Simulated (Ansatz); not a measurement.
Consider the ligand exchange at the Si–N bond: `O=C=N[Si](Cl)(Cl)Cl` + HI → `Cl[Si](Cl)(Cl)I` + `N=C=O`.

Computed with Ansatz on PBE0-D4/def2-TZVP structures; ΔE is electronic, products minus reactants. CBS: MP2 limit from def2 TZ/QZ plus the TZ coupled-cluster correction, frozen cores. This one scheme is used for every species. Functionals use def2-TZVPP. B3LYP here is the variant with VWN-RPA as its local correlation; programs differ in this. HSE06 is defined as in plane-wave codes. Elements past krypton have def2 core potentials. For I outer-core shells are correlated without core-valence functions, which leaves a few kJ/mol of doubt a bond. One conformer a species, not always the lowest.

Problem. Is it downhill or uphill in electronic energy at CCSD(T)/CBS, and by how much? (Best estimate.)

Solution. Ansatz gave: Uphill: ΔE = +0.16 eV.

Problem. What do these levels give: LDA (SPW92), PBE0-D4, r2SCAN0-D4, HSE06-D4, r2SCAN, B3LYP, r2SCAN0, HSE06, LC-ωPBE, CCSD(T)/def2-SVP, HF/def2-QZVPP, HF/CBS(def2)? (Best estimate.)

Solution. Ansatz gave: LDA (SPW92) 0.14, PBE0-D4 0.13, r2SCAN0-D4 0.21, HSE06-D4 0.13, r2SCAN 0.18, B3LYP 0.25, r2SCAN0 0.21, HSE06 0.14, LC-ωPBE 0.23, CCSD(T)/def2-SVP 0.36, HF/def2-QZVPP 0.44, HF/CBS(def2) 0.44 eV.

Largest T1 diagnostic among the species: 0.018.

Leaving LDA and LC-ωPBE aside and taking each functional with its dispersion term where it has one, the values, not all of them listed here, spread over 0.24 eV, from PBE-D4 to CAM-B3LYP-D4. LDA lies +0.07 eV from PBE without D4. From BLYP to BHLYP (50 % exact exchange), in def2-TZVPP and without D4, ΔE moves by +0.13 eV. The D4 term adds −0.03 eV with B3LYP and −0.01 eV with PBE0; it sums over pairs of atoms, weighted by their polarisabilities, and B3LYP, whose exchange is more repulsive, gets the larger term.
